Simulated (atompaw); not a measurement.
**Reading a pseudo-wave (Sb)**

Columns: radius, all-electron u(r) and pseudo u(r) of the 4s shell (level -152.90 eV) of antimony in the configuration [Ar] 3d10 4s2 4p6 4d10 5s2 5p2.5; PBE, scalar-relativistic, PAW (atompaw) scheme, atompaw 4.2.0.5.

| r (bohr) | all-electron | pseudo |
| --- | --- | --- |
| 0.060 | 0.3837 | 0.2092 |
| 0.119 | 0.2616 | 0.4096 |
| 0.179 | -0.4122 | 0.6028 |
| 0.238 | -0.7394 | 0.7777 |
| 0.298 | -0.6304 | 0.9360 |
| 0.358 | -0.2552 | 1.0710 |
| 0.417 | 0.1936 | 1.1784 |
| 0.477 | 0.6138 | 1.2600 |
| 0.537 | 0.9417 | 1.3131 |
| 0.596 | 1.1601 | 1.3376 |
| 0.656 | 1.2832 | 1.3356 |
| 0.715 | 1.3241 | 1.3092 |
| 0.775 | 1.3042 | 1.2605 |
| 0.835 | 1.2416 | 1.1932 |
| 0.894 | 1.1539 | 1.1129 |
| 0.954 | 1.0503 | 1.0212 |
| 1.013 | 0.9431 | 0.9251 |
| 1.073 | 0.8352 | 0.8256 |
| 1.133 | 0.7320 | 0.7279 |
| 1.192 | 0.6379 | 0.6365 |
| 1.252 | 0.5508 | 0.5505 |
| 1.312 | 0.4729 | 0.4729 |
| 1.371 | 0.4051 | 0.4051 |
| 1.431 | 0.3447 | 0.3447 |
| 1.490 | 0.2930 | 0.2930 |
| 1.550 | 0.2476 | 0.2476 |

(1) How many radial nodes do the two functions have?

(2) At about which radius was the pseudo-wave matched?

(3) Is the pseudo-wave norm-conserving?

Results:

(1) The all-electron 4s function has n − l − 1 = 3 (the table is too coarse to show those close to the nucleus); the pseudo-wave has 0, since the states of the same l below it are removed with the core.

(2) 1.40 bohr. The columns agree to 0.0005 from 1.25 bohr on; several derivatives are matched, so the curves merge somewhat inside the radius.

(3) No, it belongs to a PAW set: the norm inside the radius is not constrained, and the difference is carried by the augmentation charge.
